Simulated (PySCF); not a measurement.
C₅H₉N₂O (charge +1).
SMILES with atom numbers: `[CH3:1][O:2][CH2:3][c:4]1[cH:5][nH+:6][cH:7][nH:8]1` (hydrogens: H9, H10, H11 on C1; H12, H13 on C3; H14 on C5; H15 on N6; H16 on C7; H17 on N8)

The geometry is computed with GFN2-xTB (gas phase).

Task: What internal coordinates does the optimisation give?

Result: 
| bond | length (pm) | order |
| --- | --- | --- |
| C1–O2 | 141.6 | single |
| O2–C3 | 140.5 | single |
| C3–C4 | 149.0 | single |
| C4–C5 | 136.8 | aromatic |
| C5–N6 | 136.4 | aromatic |
| N6–C7 | 132.8 | aromatic |
| C7–N8 | 132.7 | aromatic |
| C4–N8 | 136.4 | aromatic |
| C1–H9, C1–H10, C1–H11 | 109.1 | single |
| C3–H12, C3–H13 | 110.2 | single |
| C5–H14 | 107.1 | single |
| N6–H15 | 101.2 | single |
| C7–H16 | 107.3 | single |
| N8–H17 | 101.5 | single |

Bonds in one row agree within 1 pm and their mean is given. Orders are formal, as drawn. A selection of angles:
| angle | degrees |
| --- | --- |
| O2–C1–H9 | 111.0 |
| O2–C1–H11 | 106.0 |
| H9–C1–H10 | 109.4 |
| C1–O2–C3 | 113.5 |
| O2–C3–C4 | 107.1 |
| O2–C3–H12 | 111.1 |
| C4–C3–H12 | 110.1 |
| H12–C3–H13 | 107.4 |
| C3–C4–C5 | 133.7 |
| C3–C4–N8 | 119.9 |
| C5–C4–N8 | 106.3 |
| C4–C5–N6 | 106.8 |
| C4–C5–H14 | 130.4 |
| N6–C5–H14 | 122.8 |
| C5–N6–C7 | 109.3 |
| C5–N6–H15 | 125.0 |
| C7–N6–H15 | 125.7 |
| N6–C7–N8 | 107.9 |
| N6–C7–H16 | 126.0 |
| N8–C7–H16 | 126.1 |
| C7–N8–H17 | 128.9 |
| C4–N8–C7 | 109.6 |
| C4–N8–H17 | 121.5 |

Torsions: C1–O2–C3–C4 180° (antiperiplanar); O2–C3–C4–C5 180° (antiperiplanar).

The 2 C–C bonds span 1.368 Å (C4–C5, aromatic) to 1.490 Å (C3–C4, drawn single), a spread of 0.122 Å. Of the pairs four or more bonds apart, O2···H17 is among the closest relative to their van der Waals radii: 2.22 Å, 82 % of the sum of Bondi's values. C5 (aromatic CH next to a ring nitrogen) is planar (angles 130.4°, 122.8° and 106.8°, sum 360.0°, 0.00 Å off the plane of its three neighbours). C7 (aromatic CH next to a ring nitrogen) is planar (angles 126.1°, 126.0° and 107.9°, sum 360.0°, 0.00 Å off the plane of its three neighbours). C4 (substituted aromatic carbon) is planar (angles 133.7°, 119.9° and 106.3°, sum 360.0°, 0.00 Å off the plane of its three neighbours). N8 (ring nitrogen) is planar (angles 128.9°, 121.5° and 109.6°, sum 360.0°, 0.00 Å off the plane of its three neighbours). The C–N distances run from 1.327 Å (C7–N8, aromatic) to 1.364 Å (C4–N8, aromatic), a spread of 0.037 Å.

Point group: Cs (every atom within 0.08 Å of its image). GFN2-xTB frequencies: not computed here.

One conformer stands for the species.
